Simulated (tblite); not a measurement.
A geometry optimisation, step by step.

C5H6N2OS.
Atom-mapped SMILES: `[CH3:1][C:2](=[O:3])[c:4]1[n:5][n:6][c:7]([CH3:8])[s:9]1` (hydrogens: H10, H11, H12 on C1; H13, H14, H15 on C8)

Computed with GFN2-xTB (tblite), gas phase: L-BFGS steps from a force-field or distance-geometry start until the largest atomic force falls under 0.01 eV/Å. 6 of its 37 geometries are shown.

Step 0: E = -731.7229 eV, largest atomic force 2.451 eV/Å
```
atom  x, y, z in Å  |  force x, y, z in eV/Å
C1     -3.017   -0.007    0.088   -0.701   0.010  -0.048
C2     -1.859   -0.821   -0.403   -1.160  -1.459  -0.558
O3     -2.044   -1.902   -0.966    0.728   1.336   0.621
C4     -0.544   -0.260   -0.139   -0.094   1.231   0.777
N5     -0.351    0.878    0.494    2.300  -0.606  -0.590
N6      0.987    1.180    0.606   -1.306  -1.487  -0.689
C7      1.760    0.253    0.076   -0.291   1.263   0.796
C8      3.249    0.288    0.057   -0.097   0.216   0.100
S9      0.900   -1.069   -0.607    0.167  -0.639  -0.426
H10    -3.030    0.972   -0.398    0.152  -0.090   0.243
H11    -2.981    0.116    1.173    0.182   0.141  -0.216
H12    -3.964   -0.520   -0.159    0.464   0.117   0.040
H13     3.610    1.194    0.545   -0.124  -0.064  -0.040
H14     3.666   -0.576    0.584   -0.151   0.104  -0.158
H15     3.611    0.281   -0.975   -0.069  -0.074   0.149
```

Step 7: E = -731.9202 eV, largest atomic force 0.095 eV/Å
```
atom  x, y, z in Å  |  force x, y, z in eV/Å
C1     -3.046   -0.007    0.088    0.058  -0.009   0.000
C2     -1.885   -0.826   -0.393    0.044  -0.026  -0.039
O3     -1.996   -1.885   -0.963    0.006  -0.011  -0.003
C4     -0.552   -0.254   -0.126   -0.006  -0.003  -0.013
N5     -0.302    0.864    0.472   -0.009   0.018   0.043
N6      0.977    1.143    0.590    0.020   0.005  -0.014
C7      1.763    0.252    0.083   -0.001  -0.025  -0.036
C8      3.241    0.306    0.066   -0.012  -0.025  -0.008
S9      0.901   -1.097   -0.628   -0.032  -0.031  -0.002
H10    -3.016    0.976   -0.377   -0.003  -0.016   0.013
H11    -2.965    0.136    1.163   -0.015   0.013  -0.007
H12    -3.971   -0.521   -0.162    0.020   0.065   0.032
H13     3.601    1.209    0.552   -0.095   0.000   0.001
H14     3.646   -0.567    0.574    0.018   0.000   0.050
H15     3.598    0.279   -0.962    0.007   0.045  -0.018
```

Step 14: E = -731.9248 eV, largest atomic force 0.071 eV/Å
```
atom  x, y, z in Å  |  force x, y, z in eV/Å
C1     -3.037   -0.004    0.090    0.007  -0.010  -0.004
C2     -1.882   -0.829   -0.395    0.040   0.027  -0.001
O3     -1.986   -1.888   -0.967   -0.070  -0.010   0.001
C4     -0.553   -0.256   -0.126    0.021  -0.009   0.004
N5     -0.298    0.860    0.473   -0.023   0.015   0.008
N6      0.984    1.133    0.583   -0.039  -0.012  -0.008
C7      1.760    0.236    0.071    0.000  -0.012  -0.001
C8      3.235    0.302    0.064    0.003   0.023   0.012
S9      0.892   -1.107   -0.632   -0.008  -0.036  -0.022
H10    -3.005    0.978   -0.375    0.024   0.001   0.001
H11    -2.956    0.141    1.164    0.023   0.005   0.005
H12    -3.970   -0.504   -0.153   -0.028  -0.004  -0.003
H13     3.558    1.214    0.556    0.007   0.041   0.020
H14     3.650   -0.559    0.584    0.019  -0.010  -0.006
H15     3.603    0.292   -0.960    0.022  -0.009  -0.006
```

Step 22: E = -731.9277 eV, largest atomic force 0.056 eV/Å
```
atom  x, y, z in Å  |  force x, y, z in eV/Å
C1     -3.027    0.004    0.094   -0.006   0.015   0.003
C2     -1.892   -0.839   -0.400    0.045   0.010   0.014
O3     -2.024   -1.895   -0.971    0.014  -0.017  -0.011
C4     -0.556   -0.278   -0.136    0.032  -0.025  -0.001
N5     -0.302    0.839    0.465   -0.030   0.010  -0.020
N6      0.978    1.115    0.573   -0.051  -0.008   0.012
C7      1.759    0.222    0.062   -0.009   0.002   0.017
C8      3.233    0.313    0.070   -0.006  -0.009  -0.013
S9      0.892   -1.125   -0.640    0.048  -0.020  -0.022
H10    -2.978    0.984   -0.371    0.000   0.039  -0.022
H11    -2.931    0.150    1.167    0.003  -0.004   0.035
H12    -3.969   -0.481   -0.141   -0.043   0.004   0.009
H13     3.530    1.233    0.566    0.007  -0.015   0.000
H14     3.664   -0.541    0.589   -0.005  -0.005   0.039
H15     3.619    0.307   -0.948   -0.001   0.022  -0.040
```

Step 29: E = -731.9291 eV, largest atomic force 0.021 eV/Å
```
atom  x, y, z in Å  |  force x, y, z in eV/Å
C1     -3.021    0.010    0.097    0.002   0.003   0.001
C2     -1.894   -0.846   -0.404    0.006  -0.011  -0.001
O3     -2.040   -1.900   -0.974    0.000  -0.018  -0.010
C4     -0.553   -0.295   -0.144   -0.002   0.009  -0.002
N5     -0.309    0.823    0.455    0.000   0.010   0.007
N6      0.969    1.107    0.569   -0.003   0.001   0.002
C7      1.758    0.218    0.062   -0.003   0.001  -0.002
C8      3.232    0.318    0.072   -0.006   0.001   0.003
S9      0.902   -1.135   -0.646    0.003   0.002   0.003
H10    -2.966    0.990   -0.369    0.011   0.012  -0.007
H11    -2.919    0.154    1.169    0.014   0.000   0.011
H12    -3.971   -0.463   -0.131   -0.004  -0.003  -0.002
H13     3.522    1.239    0.570    0.001   0.002  -0.001
H14     3.666   -0.531    0.598   -0.007  -0.005  -0.003
H15     3.620    0.319   -0.946   -0.012  -0.005   0.000
```

Step 36: E = -731.9293 eV, largest atomic force 0.009 eV/Å
```
atom  x, y, z in Å  |  force x, y, z in eV/Å
C1     -3.016    0.010    0.097    0.001  -0.001  -0.001
C2     -1.894   -0.850   -0.406   -0.003   0.001   0.001
O3     -2.040   -1.905   -0.975    0.002   0.003   0.001
C4     -0.554   -0.297   -0.147   -0.001  -0.001   0.000
N5     -0.312    0.822    0.454    0.002  -0.005  -0.001
N6      0.964    1.108    0.571    0.001   0.000  -0.002
C7      1.755    0.220    0.065   -0.002  -0.002   0.000
C8      3.229    0.319    0.073   -0.005   0.000  -0.001
S9      0.903   -1.134   -0.646   -0.002   0.005   0.002
H10    -2.957    0.991   -0.369    0.001  -0.003   0.002
H11    -2.908    0.154    1.169    0.000   0.000  -0.004
H12    -3.970   -0.458   -0.128    0.003   0.002   0.001
H13     3.521    1.240    0.570    0.002  -0.007  -0.003
H14     3.662   -0.532    0.597   -0.001   0.008  -0.003
H15     3.612    0.318   -0.946    0.002   0.001   0.007
```

**Question.** Summarise the path.

**Answer.** The energy falls by 0.2064 eV from step 0 to step 36; nine tenths of that is first reached at step 4. It falls at every step. The largest force goes from 2.451 to 0.009 eV/Å. Among the bonds N5–N6 changes most, from 1.376 to 1.313 Å; the atoms move by 0.063 Å rms after alignment.

**Question.** Follow the three bonds and two angles with the largest change from start to end.

**Answer.** 
```json
{"step": "0", "E above end (eV)": "0.2064", "largest force (eV/Å)": "2.451", "N5–N6 (Å)": "1.376", "C4–S9 (Å)": "1.720", "C7–S9 (Å)": "1.719", "C1–C2–O3 (°)": "120.7", "H11–C1–H12 (°)": "107.6"}
{"step": "2", "E above end (eV)": "0.0393", "largest force (eV/Å)": "0.926", "N5–N6 (Å)": "1.306", "C4–S9 (Å)": "1.749", "C7–S9 (Å)": "1.753", "C1–C2–O3 (°)": "122.6", "H11–C1–H12 (°)": "108.9"}
{"step": "3", "E above end (eV)": "0.0257", "largest force (eV/Å)": "0.363", "N5–N6 (Å)": "1.315", "C4–S9 (Å)": "1.749", "C7–S9 (Å)": "1.751", "C1–C2–O3 (°)": "122.9", "H11–C1–H12 (°)": "109.2"}
{"step": "5", "E above end (eV)": "0.0126", "largest force (eV/Å)": "0.208", "N5–N6 (Å)": "1.318", "C4–S9 (Å)": "1.753", "C7–S9 (Å)": "1.751", "C1–C2–O3 (°)": "123.9", "H11–C1–H12 (°)": "110.2"}
{"step": "6", "E above end (eV)": "0.0104", "largest force (eV/Å)": "0.122", "N5–N6 (Å)": "1.317", "C4–S9 (Å)": "1.753", "C7–S9 (Å)": "1.751", "C1–C2–O3 (°)": "124.0", "H11–C1–H12 (°)": "110.5"}
{"step": "8", "E above end (eV)": "0.0083", "largest force (eV/Å)": "0.099", "N5–N6 (Å)": "1.315", "C4–S9 (Å)": "1.753", "C7–S9 (Å)": "1.752", "C1–C2–O3 (°)": "123.9", "H11–C1–H12 (°)": "110.5"}
{"step": "9", "E above end (eV)": "0.0074", "largest force (eV/Å)": "0.096", "N5–N6 (Å)": "1.314", "C4–S9 (Å)": "1.752", "C7–S9 (Å)": "1.752", "C1–C2–O3 (°)": "123.9", "H11–C1–H12 (°)": "110.4"}
{"step": "11", "E above end (eV)": "0.0059", "largest force (eV/Å)": "0.059", "N5–N6 (Å)": "1.315", "C4–S9 (Å)": "1.752", "C7–S9 (Å)": "1.751", "C1–C2–O3 (°)": "124.3", "H11–C1–H12 (°)": "110.1"}
{"step": "13", "E above end (eV)": "0.0050", "largest force (eV/Å)": "0.061", "N5–N6 (Å)": "1.315", "C4–S9 (Å)": "1.752", "C7–S9 (Å)": "1.749", "C1–C2–O3 (°)": "124.6", "H11–C1–H12 (°)": "110.1"}
{"step": "14", "E above end (eV)": "0.0045", "largest force (eV/Å)": "0.071", "N5–N6 (Å)": "1.315", "C4–S9 (Å)": "1.752", "C7–S9 (Å)": "1.748", "C1–C2–O3 (°)": "124.7", "H11–C1–H12 (°)": "110.2"}
{"step": "16", "E above end (eV)": "0.0038", "largest force (eV/Å)": "0.047", "N5–N6 (Å)": "1.314", "C4–S9 (Å)": "1.752", "C7–S9 (Å)": "1.747", "C1–C2–O3 (°)": "124.6", "H11–C1–H12 (°)": "110.3"}
{"step": "17", "E above end (eV)": "0.0036", "largest force (eV/Å)": "0.046", "N5–N6 (Å)": "1.314", "C4–S9 (Å)": "1.752", "C7–S9 (Å)": "1.748", "C1–C2–O3 (°)": "124.4", "H11–C1–H12 (°)": "110.4"}
{"step": "19", "E above end (eV)": "0.0030", "largest force (eV/Å)": "0.052", "N5–N6 (Å)": "1.314", "C4–S9 (Å)": "1.751", "C7–S9 (Å)": "1.750", "C1–C2–O3 (°)": "124.3", "H11–C1–H12 (°)": "110.4"}
{"step": "20", "E above end (eV)": "0.0026", "largest force (eV/Å)": "0.051", "N5–N6 (Å)": "1.314", "C4–S9 (Å)": "1.751", "C7–S9 (Å)": "1.750", "C1–C2–O3 (°)": "124.3", "H11–C1–H12 (°)": "110.4"}
{"step": "22", "E above end (eV)": "0.0016", "largest force (eV/Å)": "0.056", "N5–N6 (Å)": "1.314", "C4–S9 (Å)": "1.752", "C7–S9 (Å)": "1.750", "C1–C2–O3 (°)": "124.4", "H11–C1–H12 (°)": "110.5"}
{"step": "23", "E above end (eV)": "0.0011", "largest force (eV/Å)": "0.055", "N5–N6 (Å)": "1.314", "C4–S9 (Å)": "1.753", "C7–S9 (Å)": "1.749", "C1–C2–O3 (°)": "124.5", "H11–C1–H12 (°)": "110.5"}
{"step": "25", "E above end (eV)": "0.0005", "largest force (eV/Å)": "0.033", "N5–N6 (Å)": "1.313", "C4–S9 (Å)": "1.754", "C7–S9 (Å)": "1.750", "C1–C2–O3 (°)": "124.5", "H11–C1–H12 (°)": "110.4"}
{"step": "27", "E above end (eV)": "0.0004", "largest force (eV/Å)": "0.022", "N5–N6 (Å)": "1.313", "C4–S9 (Å)": "1.753", "C7–S9 (Å)": "1.751", "C1–C2–O3 (°)": "124.4", "H11–C1–H12 (°)": "110.3"}
{"step": "28", "E above end (eV)": "0.0003", "largest force (eV/Å)": "0.019", "N5–N6 (Å)": "1.313", "C4–S9 (Å)": "1.753", "C7–S9 (Å)": "1.751", "C1–C2–O3 (°)": "124.4", "H11–C1–H12 (°)": "110.3"}
{"step": "30", "E above end (eV)": "0.0002", "largest force (eV/Å)": "0.022", "N5–N6 (Å)": "1.313", "C4–S9 (Å)": "1.753", "C7–S9 (Å)": "1.751", "C1–C2–O3 (°)": "124.4", "H11–C1–H12 (°)": "110.2"}
{"step": "31", "E above end (eV)": "0.0002", "largest force (eV/Å)": "0.020", "N5–N6 (Å)": "1.313", "C4–S9 (Å)": "1.753", "C7–S9 (Å)": "1.750", "C1–C2–O3 (°)": "124.5", "H11–C1–H12 (°)": "110.2"}
{"step": "33", "E above end (eV)": "0.0001", "largest force (eV/Å)": "0.016", "N5–N6 (Å)": "1.313", "C4–S9 (Å)": "1.753", "C7–S9 (Å)": "1.750", "C1–C2–O3 (°)": "124.5", "H11–C1–H12 (°)": "110.2"}
{"step": "34", "E above end (eV)": "0.0001", "largest force (eV/Å)": "0.015", "N5–N6 (Å)": "1.313", "C4–S9 (Å)": "1.753", "C7–S9 (Å)": "1.750", "C1–C2–O3 (°)": "124.5", "H11–C1–H12 (°)": "110.3"}
{"step": "36", "E above end (eV)": "0.0000", "largest force (eV/Å)": "0.009", "N5–N6 (Å)": "1.313", "C4–S9 (Å)": "1.752", "C7–S9 (Å)": "1.751", "C1–C2–O3 (°)": "124.6", "H11–C1–H12 (°)": "110.4"}
```
